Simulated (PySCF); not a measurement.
# Löwdin shares of the frontier orbitals

C6H11NOSi.
Structure used (PBE0-D3(BJ)/def2-SVP), in Å, numbered top down from 1:
```xyz
20
C6H11NOSi angstrom
C      3.784   -0.018   -0.555
O      3.023    0.988    0.041
C      1.720    0.587    0.400
Si     0.508    0.947   -1.015
N     -1.112    0.330   -0.633
C     -1.537   -0.973   -0.796
C     -2.787   -1.108   -0.240
C     -3.147    0.163    0.292
C     -2.101    1.018    0.039
H      3.950   -0.869    0.135
H      4.760    0.413   -0.818
H      3.320   -0.416   -1.478
H      1.681   -0.478    0.705
H      1.414    1.171    1.285
H      0.948    0.281   -2.274
H      0.375    2.416   -1.214
H     -0.914   -1.703   -1.311
H     -3.385   -2.017   -0.227
H     -4.077    0.423    0.796
H     -1.986    2.076    0.271
```

Theory: TDDFT PBE0/def2-SVPD, vertical, gas phase, core orbitals frozen in the response in PySCF.

Frontier orbitals with the atoms that hold most of them (Löwdin shares over 4%, at most four atoms; ? is withheld):

```csv
orbital,ε (eV),atoms
LUMO+2,0.61,"C6 16%, C9 15%, N5 14%, C7 9%"
LUMO+1,0.43,"Si4 19%, C1 14%, C3 10%, H15 7%"
LUMO,0.33,?
HOMO,?,"C6 27%, C9 27%, C8 15%, C7 14%"
HOMO-1,-6.90,?
HOMO-2,-7.63,"O2 34%, N5 10%, C8 10%, C7 10%"
HOMO-3,-9.38,"O2 41%, C3 13%, C1 10%, Si4 7%"
```

Problem. Give the leading atoms of the HOMO-1.

Solution. N5 (bonded to 2 C and Si) 18%; O2 (bonded to 2 C) 17%; C7 (bonded to 2 C and H) 16%; C8 (bonded to 2 C and H) 15%. By element: carbon 31% or more, nitrogen 18%, oxygen 17%.

Problem. Give the leading atoms of the LUMO.

Solution. Si4 (bonded to C, N and 2 H) 30%; H15 (bonded to Si) 10%; H16 (bonded to Si) 9%; C3 (bonded to O, Si and 2 H) 7%. By element: silicon 30%, hydrogen 20% or more, carbon 7% or more.

Problem. What is the HOMO energy, and the HOMO–LUMO gap?

Solution. ε(HOMO) = -6.24 eV; the gap is 6.57 eV (0.2413 hartree).

Problem. How does S1 compare with the orbital gap of 6.57 eV?

Solution. S1 is at 5.50 eV (f = 0.0003), 1.07 eV below the gap, made of HOMO→LUMO (93%). 

Problem. Give energy, strength and leading configuration of S1, S2 and S3, and follow the Löwdin shares of the leading atoms from the occupied to the empty orbital.

Solution. 
- S1 (5.50 eV, f 0.0003), HOMO→LUMO (93%): C6 27% → at most 8%, C9 27% → at most 8%, Si4 at most 15% → 30%, H15 at most 15% → 10%
- S2 (5.87 eV, f 0.0003), HOMO→LUMO+1 (88%): C6 27% → at most 8%, C9 27% → at most 8%, Si4 at most 15% → 19%, C1 at most 15% → 14%
- S3 (6.01 eV, f 0.0052), HOMO-1→LUMO (89%): N5 18% → at most 8%, O2 17% → at most 8%, Si4 at most 16% → 30%, H15 at most 16% → 10%

Löwdin shares depend on the basis, the more so with diffuse functions.

One conformer stands for the species.
